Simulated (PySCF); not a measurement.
C7H4FIO.
Atom-mapped SMILES: `[O:1]=[C:2]([F:3])[c:4]1[cH:5][cH:6][c:7]([I:8])[cH:9][cH:10]1` (hydrogens: H11 on C5; H12 on C6; H13 on C9; H14 on C10)

Method: PySCF 2.14.0, PBE0-D3(BJ)/def2-SVP geometry optimisation, gas phase, def2 core potentials past Kr; density fitting, grid level 1; the optimiser is geomeTRIC in internal coordinates, started from a GFN2-xTB structure with every atom displaced at random (about 0.01 Å).

Step 0: E = -20167.5407 eV
```
atom  x, y, z in Å  |  force x, y, z in eV/Å
O1      2.6455    1.3564   -0.2649   -0.012   0.901  -0.105
C2      1.9857    0.3895   -0.1179    1.910  -0.927  -0.040
F3      2.6234   -0.8071   -0.0430   -0.220  -0.021   0.016
C4      0.5738    0.2432    0.0033   -2.780  -0.271   0.211
C5     -0.0649   -1.0112    0.1723    0.639   1.070  -0.001
C6     -1.4394   -1.0919    0.2912    0.481  -0.562   0.003
C7     -2.1945    0.0529    0.2290   -1.079   0.430   0.116
I8     -4.2864   -0.0845    0.3936    0.001  -0.019  -0.002
C9     -1.6214    1.3065    0.0738   -0.296   0.381  -0.256
C10    -0.2506    1.3904   -0.0463    0.682  -0.351   0.002
H11     0.5355   -1.8990    0.2406    0.351  -0.542  -0.025
H12    -1.8990   -2.0580    0.4356   -0.234  -0.359   0.033
H13    -2.2597    2.1989   -0.0038    0.277  -0.196   0.107
H14     0.2159    2.3526   -0.1858    0.281   0.464  -0.058
```

Step 1: E = -20167.6530 eV
```
atom  x, y, z in Å  |  force x, y, z in eV/Å
O1      2.6124    1.3902   -0.2697    0.162  -0.082  -0.007
C2      2.0172    0.3753   -0.1197   -0.748   0.332   0.001
F3      2.6434   -0.7968   -0.0443    0.225  -0.202   0.012
C4      0.5369    0.2356    0.0024    0.645  -0.040   0.031
C5     -0.0625   -1.0116    0.1873   -0.080  -0.119  -0.021
C6     -1.4453   -1.1077    0.2936   -0.084   0.049   0.038
C7     -2.2183    0.0555    0.2277    0.023  -0.080   0.000
I8     -4.3044   -0.0826    0.3863   -0.015   0.002   0.005
C9     -1.6238    1.3076    0.0585    0.109  -0.011   0.017
C10    -0.2404    1.3935   -0.0553   -0.172   0.056  -0.032
H11     0.5541   -1.9118    0.2466   -0.028   0.065  -0.021
H12    -1.9207   -2.0796    0.4349    0.000   0.002  -0.008
H13    -2.2321    2.2100    0.0231   -0.061   0.059  -0.027
H14     0.2474    2.3610   -0.1936    0.025  -0.032   0.011
```

Problem. Estimate the geometry and energy of step 2. (The exact step hangs on the optimiser's Hessian estimate; all steps are aligned on step 1, rigid shifts and turns removed.)

Solution. E = -20167.6499 eV, largest force 0.449 eV/Å
```
atom  x, y, z in Å  |  force x, y, z in eV/Å
O1      2.6249    1.3926   -0.2718   -0.269   0.260  -0.018
C2      2.0140    0.3874   -0.1188    0.167   0.029  -0.011
F3      2.6849   -0.7660   -0.0441   -0.206  -0.394   0.061
C4      0.5451    0.2260    0.0076    0.112   0.054  -0.002
C5     -0.0718   -1.0169    0.1854    0.114  -0.087  -0.001
C6     -1.4554   -1.1088    0.2976    0.016   0.059  -0.006
C7     -2.2244    0.0554    0.2317   -0.018  -0.012  -0.003
I8     -4.3122   -0.0744    0.3927    0.016   0.003   0.003
C9     -1.6247    1.3052    0.0578    0.063  -0.028   0.009
C10    -0.2410    1.3810   -0.0533   -0.052   0.134  -0.019
H11     0.5384   -1.9197    0.2358    0.019  -0.019  -0.001
H12    -1.9335   -2.0799    0.4355    0.014  -0.001  -0.003
H13    -2.2319    2.2110    0.0123    0.011  -0.010  -0.009
H14     0.2515    2.3457   -0.1908    0.013   0.012   0.000
```

The energy changes by +0.0031 eV. The first-order estimate −F·Δx gives -0.0199 eV and the mean of the old and new forces, exact on a quadratic surface, +0.0031 eV. The step makes an angle of 75° with the force vector and moves no atom by more than 0.052 Å. The energy falls at the start of this step and ends higher, so the step passed the lowest point of its straight line.

What follows is the cost of the whole optimisation. Hardware: one thread of an Arm Neoverse V2 (shared host). Cost: 1.9 min of wall time, 0.73 GiB resident at most.
